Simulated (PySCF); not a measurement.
# How methods differ on the ionisation energy of Ga²⁺

Ga²⁺ [Ar] 3d10 4s1 (2S) → Ga³⁺ [Ar] 3d10 (1S), as a difference of total energies. Computed with PySCF 2.14 in cc-pVTZ-PP with ECP10MDF, with a scalar-relativistic core potential. The calculations carry no spin-orbit coupling.

| method | ionisation energy (eV) |
| --- | --- |
| UHF | 29.631 |
| TPSS | 31.050 |
| M06-2X | 30.856 |

**Question.** Which method comes closest to the reference value, and which is furthest?

**Answer.** The reference is 30.726 eV (measured; NIST Atomic Spectra Database, ionization energies). Closest: M06-2X (error 0.130 eV); furthest: UHF (error -1.095 eV).
